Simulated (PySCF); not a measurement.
Compound: dibromodichloromethane, CBr₂Cl₂.
Atom-mapped SMILES: `[Cl:1][C:2]([Cl:3])([Br:4])[Br:5]`

Theory: core-valence-separated Tamm–Dancoff BHandHLYP/aug-pcX-1 (def2-SVPD on Cl, def2-SVPD on Br) in PySCF, non-relativistic, gas phase, PBE0-D3(BJ)/def2-SVP geometry. Absolute energies from this functional tend to lie a few eV below measured edges; no shift was applied.

List the carbon K-edge absorption lines.

```
E (eV)       f  core hole on  main final orbital
287.55  0.0843            C2       LUMO+1 (84 %)
287.69  0.0616            C2         LUMO (53 %)
288.35  0.0864            C2       LUMO+3 (75 %)
288.68  0.0237            C2       LUMO+2 (46 %)
293.36  0.0000            C2       LUMO+4 (91 %)
294.11  0.0002            C2       LUMO+5 (94 %)
294.18  0.0001            C2       LUMO+6 (88 %)
```

The first line with a tenth or more of the strongest one's intensity is at 287.55 eV (f = 0.084), with the hole on C2 (CCl2 carbon). The strongest listed is at 288.35 eV (f = 0.086; C2).

Roots within 0.03 eV whose holes lie on the same, on equivalent or on shared atoms are summed into one line, and the highest roots are left out, as the search may have cut off their partners. Final orbitals are the ground state's empty Kohn–Sham orbitals.

What are the wavelength and the wavenumber of the 288.68 eV line?

λ = 12398.42 eV Å/288.68 eV = 42.949 Å; 2.3284 × 10⁶ cm⁻¹.

The ionisation thresholds weren't computed; near and above them a finite basis only mimics Rydberg series and continuum. Relativistic effects, spin–orbit coupling among them, are left out although an element past zinc is present.
